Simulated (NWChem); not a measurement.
System: CH4AlFO; SMILES C[O][AlH][F]

Excerpt of the output:

```
             Northwest Computational Chemistry Package (NWChem) 7.3.0
             --------------------------------------------------------

 CS  symmetry detected

                             Geometry "geometry" -> ""
                             -------------------------

 Output coordinates in angstroms (scale by  1.889725989 to convert to a.u.)

  No.       Tag          Charge          X              Y              Z
 ---- ---------------- ---------- -------------- -------------- --------------
    1 Al                  13.0000    -0.56960314     0.72970640     0.00000000
    2 H                    1.0000    -1.99686749     1.37009506     0.00000000
    3 F                    9.0000     0.77918107     1.70438217     0.00000000
    4 O                    8.0000    -0.39805300    -0.94142173     0.00000000
    5 C                    6.0000     0.53269375    -1.97187043     0.00000000
    6 H                    1.0000     0.40071918    -2.61297865    -0.88919111
    7 H                    1.0000     1.57590179    -1.60716405     0.00000000
    8 H                    1.0000     0.40071918    -2.61297865     0.88919111

 Effective nuclear repulsion energy (a.u.)     157.2363395529

      Symmetry information
      --------------------

 Group name             Cs
 Group number              2
 Group order               2
 No. of unique centers     7

  pbe96 is a nonlocal functional; adding pw91lda local functional.

                                 NWChem DFT Module
                                 -----------------

 Summary of "ao basis" -> "ao basis" (spherical)
 ------------------------------------------------------------------------------
       Tag                 Description            Shells   Functions and Types
 ---------------- ------------------------------  ------  ---------------------
 Al                         def2-svp                 8       18   4s3p1d
 H                          def2-svp                 3        5   2s1p
 F                          def2-svp                 6       14   3s2p1d
 O                          def2-svp                 6       14   3s2p1d
 C                          def2-svp                 6       14   3s2p1d

      Symmetry analysis of basis
      --------------------------

        a'         56
        a"         24

            General Information
            -------------------
          SCF calculation type: DFT
          Wavefunction type:  closed shell.
          No. of atoms     :     8
          No. of electrons :    40
           Alpha electrons :    20
            Beta electrons :    20
          Charge           :     0
          Spin multiplicity:     1
          Use of symmetry is: on ; symmetry adaption is: on
          Maximum number of iterations: 150
          AO basis - number of functions:    80
                     number of shells:    38
          Convergence on energy requested:  1.00D-06
          Convergence on density requested:  1.00D-05
          Convergence on gradient requested:  5.00D-04

              XC Information
              --------------
          PerdewBurkeErnzerhof Exchange Functional  1.000
            Perdew 1991 LDA Correlation Functional  1.000 local
           PerdewBurkeErnz. Correlation Functional  1.000 non-local

             Grid Information
             ----------------
          Grid used for XC integration:  medium
          Radial quadrature: Mura-Knowles
          Angular quadrature: Lebedev.
          Tag              B.-S. Rad. Rad. Pts. Rad. Cut. Ang. Pts.
          ---              ---------- --------- --------- ---------
          Al                  1.25       88          10.0       590
          H                   0.35       45          12.0       434
          F                   0.50       49          11.0       434
          O                   0.60       49           8.0       434
          C                   0.70       49          11.0       434
          Grid pruning is: on
          Number of quadrature shells:   370
          Spatial weights used:  Erf1

      Superposition of Atomic Density Guess
      -------------------------------------

 Sum of atomic energies:        -455.39700901

      Non-variational initial energy
      ------------------------------

 Total energy =    -456.456250
 1-e energy   =    -943.278839
 2-e energy   =     329.586250
 HOMO         =      -0.393014
 LUMO         =      -0.000901

      Symmetry analysis of molecular orbitals - initial
      -------------------------------------------------

  Numbering of irreducible representations:

     1 a'          2 a"

  Orbital symmetries:

     1 a'          2 a'          3 a'          4 a'          5 a'
     6 a'          7 a'          8 a"          9 a'         10 a'
    11 a'         12 a'         13 a'         14 a'         15 a"
    16 a"         17 a'         18 a'         19 a'         20 a"
    21 a'         22 a"         23 a'         24 a'         25 a'
    26 a"         27 a'         28 a'         29 a'         30 a"

   convergence    iter        energy       DeltaE   RMS-Dens  Diis-err
 ---------------- ----- ----------------- --------- --------- ---------
 d= 0,ls=0.0,diis     1   -457.3837356909 -6.15D+02  2.47D-02  9.59D-01
 d= 0,ls=0.0,diis     2   -457.0271476654  3.57D-01  1.57D-02  4.93D+00
 d= 0,ls=0.0,diis     3   -457.4943022871 -4.67D-01  1.80D-03  1.74D-02
 d= 0,ls=0.0,diis     4   -457.4946646173 -3.62D-04  9.96D-04  1.23D-02
 d= 0,ls=0.0,diis     5   -457.4961781373 -1.51D-03  2.42D-04  5.74D-04
  Resetting Diis
 d= 0,ls=0.0,diis     6   -457.4962246974 -4.66D-05  9.17D-05  2.05D-04
 d= 0,ls=0.0,diis     7   -457.4962434860 -1.88D-05  2.57D-05  1.31D-06
 d= 0,ls=0.0,diis     8   -457.4962432660  2.20D-07  1.47D-05  4.15D-06
 d= 0,ls=0.0,diis     9   -457.4962436539 -3.88D-07  3.24D-06  9.44D-08

         Total DFT energy =     -457.496243653911
      One electron energy =     -946.887831082065
           Coulomb energy =      376.465088806123
    Exchange-Corr. energy =      -44.309840930899
 Nuclear repulsion energy =      157.236339552930

 Numeric. integr. density =       39.999995519121

                  Occupations of the irreducible representations
                  ----------------------------------------------

                     irrep           alpha         beta
                     --------     --------     --------
                     a'               16.0         16.0
                     a"                4.0          4.0

                       DFT Final Molecular Orbital Analysis
                       ------------------------------------

 Vector   18  Occ=2.000000D+00  E=-2.977810D-01  Symmetry=a'
              MO Center= -1.1D+00,  1.3D+00, -4.0D-14, r^2= 2.3D+00
   Bfn.  Coefficient  Atom+Function         Bfn.  Coefficient  Atom+Function
  ----- ------------  ---------------      ----- ------------  ---------------
    19      0.376222  2 H  s                 27     -0.313189  3 F  px
    20      0.286508  2 H  s                 30      0.207162  3 F  px
     3      0.204432  1 Al s                  8     -0.182483  1 Al px
     2      0.136248  1 Al s                 28      0.114760  3 F  py
     5      0.113561  1 Al px                42     -0.090922  4 O  py

 Vector   19  Occ=2.000000D+00  E=-2.487498D-01  Symmetry=a'
              MO Center= -1.7D-02, -1.1D+00,  2.6D-14, r^2= 1.8D+00
   Bfn.  Coefficient  Atom+Function         Bfn.  Coefficient  Atom+Function
  ----- ------------  ---------------      ----- ------------  ---------------
    41      0.445815  4 O  px                44      0.332655  4 O  px
    42      0.293123  4 O  py                71     -0.252969  7 H  s
    45      0.198590  4 O  py                72     -0.189757  7 H  s
    55     -0.181457  5 C  px                 3      0.123460  1 Al s
    28     -0.119633  3 F  py                66      0.119685  6 H  s

 Vector   20  Occ=2.000000D+00  E=-2.477517D-01  Symmetry=a"
              MO Center= -1.5D-01, -1.2D+00, -2.2D-14, r^2= 1.8D+00
   Bfn.  Coefficient  Atom+Function         Bfn.  Coefficient  Atom+Function
  ----- ------------  ---------------      ----- ------------  ---------------
    43      0.527204  4 O  pz                46      0.401874  4 O  pz
    66      0.215829  6 H  s                 76     -0.215829  8 H  s
    57     -0.210732  5 C  pz                67      0.142488  6 H  s
    77     -0.142488  8 H  s                 13      0.109724  1 Al pz
    10      0.106242  1 Al pz                29      0.089974  3 F  pz

 Vector   21  Occ=0.000000D+00  E=-3.742467D-02  Symmetry=a"
              MO Center= -6.1D-01,  7.0D-01,  6.9D-15, r^2= 3.9D+00
   Bfn.  Coefficient  Atom+Function         Bfn.  Coefficient  Atom+Function
  ----- ------------  ---------------      ----- ------------  ---------------
    13      0.770584  1 Al pz                10      0.349758  1 Al pz
    43     -0.217965  4 O  pz                46     -0.205161  4 O  pz
    29      0.192540  3 F  pz                 7     -0.182058  1 Al pz
    32     -0.172324  3 F  pz                67     -0.125339  6 H  s
    77      0.125339  8 H  s                 60     -0.099694  5 C  pz

 Vector   22  Occ=0.000000D+00  E=-2.723487D-02  Symmetry=a'
              MO Center= -3.2D-01,  6.1D-01, -1.3D-14, r^2= 4.4D+00
   Bfn.  Coefficient  Atom+Function         Bfn.  Coefficient  Atom+Function
  ----- ------------  ---------------      ----- ------------  ---------------
     4      1.167349  1 Al s                 20     -0.615835  2 H  s
    40     -0.370170  4 O  s                 54     -0.283823  5 C  s
    26     -0.268952  3 F  s                  3      0.244443  1 Al s
    19     -0.220505  2 H  s                  2      0.213278  1 Al s
    72      0.168995  7 H  s                 58     -0.151290  5 C  px

 Vector   23  Occ=0.000000D+00  E= 4.206025D-02  Symmetry=a'
              MO Center= -7.8D-01,  5.1D-01, -2.6D-15, r^2= 5.6D+00
   Bfn.  Coefficient  Atom+Function         Bfn.  Coefficient  Atom+Function
  ----- ------------  ---------------      ----- ------------  ---------------
    12      0.996415  1 Al py                40      0.512639  4 O  s
    54      0.442070  5 C  s                 11      0.422693  1 Al px
    26     -0.321469  3 F  s                 67     -0.311970  6 H  s
    77     -0.311970  8 H  s                 59     -0.253987  5 C  py
    56     -0.177482  5 C  py                 9      0.144863  1 Al py

     Multipole analysis of the density
     ---------------------------------

     L   x y z        total         alpha         beta         nuclear
     -   - - -        -----         -----         ----         -------
     0   0 0 0     -0.000000    -20.000000    -20.000000     40.000000

     1   1 0 0     -0.004145     -0.002073     -0.002073     -0.000000
     1   0 1 0     -0.499518     -0.249759     -0.249759      0.000000
     1   0 0 1      0.000000      0.000000      0.000000      0.000000

     2   2 0 0    -23.986087    -46.711238    -46.711238     69.436389
     2   1 1 0     -2.288769      6.209265      6.209265    -14.707298
     2   1 0 1      0.000000      0.000000      0.000000      0.000000
     2   0 2 0    -23.202214   -157.303538   -157.303538    291.404863
     2   0 1 1      0.000000      0.000000      0.000000      0.000000
     2   0 0 2    -19.804022    -12.725512    -12.725512      5.647001

                                 NWChem DFT Module
                                 -----------------

      Symmetry analysis of basis
      --------------------------

        a'         56
        a"         24

            General Information
            -------------------
          SCF calculation type: DFT
          Wavefunction type:  spin polarized.
          No. of atoms     :     8
          No. of electrons :    39
           Alpha electrons :    20
            Beta electrons :    19
          Charge           :     1
          Spin multiplicity:     2
          Use of symmetry is: on ; symmetry adaption is: on
          Maximum number of iterations: 150
          AO basis - number of functions:    80
                     number of shells:    38
          Convergence on energy requested:  1.00D-06
          Convergence on density requested:  1.00D-05
          Convergence on gradient requested:  5.00D-04

              XC Information
              --------------
          PerdewBurkeErnzerhof Exchange Functional  1.000
            Perdew 1991 LDA Correlation Functional  1.000 local
           PerdewBurkeErnz. Correlation Functional  1.000 non-local

             Grid Information
             ----------------
          Grid used for XC integration:  medium
          Radial quadrature: Mura-Knowles
          Angular quadrature: Lebedev.
          Tag              B.-S. Rad. Rad. Pts. Rad. Cut. Ang. Pts.
          ---              ---------- --------- --------- ---------
          Al                  1.25       88          10.0       590
          H                   0.35       45          12.0       434
          F                   0.50       49          11.0       434
          O                   0.60       49           8.0       434
          C                   0.70       49          11.0       434
          Grid pruning is: on
          Number of quadrature shells:   370
          Spatial weights used:  Erf1

      Superposition of Atomic Density Guess
      -------------------------------------

 Sum of atomic energies:        -455.39700901

 Renormalizing density from      40.00 to     39

      Non-variational initial energy
      ------------------------------

 Total energy =    -449.147600
 1-e energy   =    -919.696868
 2-e energy   =     313.312929
 HOMO         =      -0.676884
 LUMO         =      -0.271279

   Symmetry analysis of molecular orbitals - initial alpha
   -------------------------------------------------------

  Numbering of irreducible representations:

     1 a'          2 a"

  Orbital symmetries:

     1 a'          2 a'          3 a'          4 a'          5 a'
     6 a'          7 a'          8 a"          9 a'         10 a'
    11 a'         12 a'         13 a'         14 a"         15 a'
    16 a'         17 a"         18 a'         19 a'         20 a"
    21 a'         22 a"         23 a'         24 a'         25 a'
    26 a'         27 a"         28 a'         29 a'         30 a"

   Symmetry analysis of molecular orbitals - initial beta
   ------------------------------------------------------

  Numbering of irreducible representations:

     1 a'          2 a"

  Orbital symmetries:

     1 a'          2 a'          3 a'          4 a'          5 a'
     6 a'          7 a'          8 a"          9 a'         10 a'
    11 a'         12 a'         13 a'         14 a"         15 a'
    16 a'         17 a"         18 a'         19 a'         20 a"
    21 a'         22 a"         23 a'         24 a'         25 a'
    26 a'         27 a"         28 a'         29 a'         30 a"

[...]
```

Level: PBE/def2-SVP, vertical spin-unrestricted ions. The geometry was optimised at PBE0/def2-SVP.

### Question
Write an input that gives this output.

### Answer
One answer among several that fit: the input that was run:
```
start job
memory heap 200 mb stack 900 mb global 1100 mb
geometry units angstroms noautoz
  Al    -0.586052     0.625802     0.017133
  H     -1.941286     1.387926    -0.155172
  F      0.815029     1.475748     0.306573
  O     -0.544613    -1.050181    -0.089930
  C      0.292430    -2.156274    -0.026437
  H      0.257529    -2.723183    -0.973273
  H      1.346644    -1.885568     0.164996
  H     -0.030251    -2.840578     0.777741
end
basis spherical
  * library def2-svp
end
dft
  xc xpbe96 cpbe96
  iterations 150
  vectors input atomic output neutral.movecs
end
task dft energy
charge 1
dft
  odft
  mult 2
  vectors input atomic output cation.movecs
end
task dft energy
```
